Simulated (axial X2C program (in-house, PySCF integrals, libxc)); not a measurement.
## What spin–orbit coupling does to Te₂⁻

All values were computed with an in-house all-electron X2C program for linear molecules (integrals from PySCF). Spin-free means the one-electron spin-free X2C Hamiltonian; two-component (2c) means X2C with spin–orbit coupling and atomic mean-field two-electron Coulomb and Gaunt terms, so the difference of the two also holds small scalar two-electron terms. Basis: Te dyall-acv3z [12s13p9d5f1g] (cores contracted in-house); Gaussian nuclei, density fitting, unrestricted open shells. Masses: Te 129.906 u.

Spin-free state: M_S = 1/2, Λ = 1 (beyond evenly filled blocks: π+α, π+β, π-α); fragments Te- + Te.

```csv
level,Re (Å),ωe (cm⁻¹),De (eV)
PBE0,2.658,219.6,2.989
HF,2.648,233.1,1.208
MP2,2.677,215.0,2.872
CCSD,2.680,215.5,2.597
CCSD(T),2.694,208.3,2.755
TPSS,2.688,206.0,3.141
```

Correlated methods: 13 electrons correlated (number of frozen shells: Te 4 s, 3 p, 2 d), 359 virtual spin orbitals or spinors in MP2, 90 natural virtuals in coupled cluster.

(1) Within this multiplet, which Ω should lie lowest by the rule for regular and inverted multiplets?

Two-component determinant lowest at the distance of the search:

Ω = 3/2 (⟨Sz⟩ = 0.50, ⟨Lz⟩ = 1.00 at HF); fragments Te- + Te.

```
  level  Re (Å)  ωe (cm⁻¹)  De (eV)
   PBE0   2.667      215.3    2.828
     HF   2.657      229.0      n/a
    MP2   2.684      211.8    2.639
   CCSD   2.688      212.0    2.360
CCSD(T)   2.702      204.8    2.509
   TPSS   2.697      201.5    3.070
```

(2) From the two tables, how do the constants change at the CCSD(T) level (2c against spin-free)?

Occupations by symmetry block were frozen at the best pattern of an incomplete PBE0 search. De is counted from the lowest determinant-based energies of the atoms at the same level, without counterpoise correction. De is not given where an atomic determinant may have missed its ground term or J level, or where the truncated virtual space spoils (T). Density functionals use the spin component along the axis (collinear). Coupled cluster ran in a truncated set of natural virtual spinors; the MP2 energy of the rest was added. (T) has no such correction and the atoms are truncated less, which lowers De at CCSD(T) by a hundredth of an eV or more. The functionals have no current-density term, which raises determinants with orbital currents, atoms included. The highest occupied level of some functionals is positive through self-interaction error; at Hartree–Fock it is bound. With the outer-core shells frozen, correlated bond lengths of heavy atoms tend to come out a few hundredths of an ångström too long. Hartree–Fock gets electron affinities wrong, so its lowest charge split need not be the true one.

Results:

(1) The open π shell holds three electrons, one hole, so the multiplet is inverted: Ω = Λ + 1/2 = 3/2. The PBE0 2c search agrees.

(2) At the CCSD(T) level Re goes up by 0.008 Å and ωe decreases by 3.5 cm⁻¹; De changes by -0.246 eV.
